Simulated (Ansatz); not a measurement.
Species: H$_{3}$Ga, SMILES `[GaH3]` (charge 0, multiplicity 1).

Problem. Give a relaxed geometry from PBE0-D3(BJ)/def2-TZVP in Ansatz (a program for electronic structure).

Solution. the end point of this relaxation (outside a Z-matrix the atoms follow the SMILES, hydrogens last).
Cartesian coordinates (Å) in one orientation:
```xyz
4

Ga     0.000     0.000     0.000
H      1.561    -0.147    -0.017
H     -0.908    -1.278     0.011
H     -0.653     1.426     0.006
```
